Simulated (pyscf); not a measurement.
## `[CH3][CH2][Mg][CH2][CH3]`, singlet

Gas-phase minimum from PySCF at ωB97X-D3(BJ)/def2-SVP, one conformer. 

```
Mg
C 1 2.1070
H 2 1.1074 1 109.03
H 2 1.1074 3 104.41 1 116.18
C 2 1.5398 3 109.21 4 116.71
H 5 1.1045 2 112.03 3 63.38
H 5 1.1045 6 106.44 2 -122.79
H 5 1.1057 6 106.46 7 -113.27
C 1 2.1070 4 157.38 2 -179.66
H 9 1.1073 1 108.97 4 -41.95
H 9 1.1074 10 104.42 1 -116.36
C 9 1.5399 10 109.23 11 -116.72
H 12 1.1045 9 112.04 10 -63.39
H 12 1.1045 13 106.44 9 122.79
H 12 1.1057 13 106.45 14 113.26
```

Properties at ωB97X-D3(BJ)/def2-SVP:

* **Harmonic wavenumbers, unscaled**: 9, 66, 82, 180, 182, 237, 242, 415, 528, 545, 608, 910, 914, 947, 950, 1033, 1033, 1193, 1194, 1252, 1253, 1404, 1404, 1442, 1442, 1481, 1481, 1496, 1496, 3027, 3027, 3034, 3036, 3076, 3077, 3101, 3101, 3116, 3116 cm⁻¹
* **Zero-point energy**: 80.2 kcal/mol
* **Rotational symmetry number**: 2
* **Entropy of this conformer at 298 K and 1 atm, rigid rotor and harmonic oscillator, modes under 100 cm⁻¹ raised to 100**: 364.6 J/(mol K)
* **Dipole moment**: 0.27 D

Single-point totals, which compare only within one level:

```tsv
level	total energy (hartree)
ωB97X-D3(BJ)/def2-TZVP	-358.67093
PBE/def2-TZVP	-358.19023
r²SCAN/def2-TZVP	-358.41360
B3LYP-D3(BJ)/def2-TZVP	-358.60019
PBE0-D3(BJ)/def2-TZVP	-358.24790
M06-2X/def2-TZVP	-358.43894
ωB97M-D3(BJ)/def2-TZVP	-358.62803
```

The lowest mode is so soft that the shape along it may change with the basis. Soft torsions are taken as harmonic, which can shift the entropy by several J/(mol K).
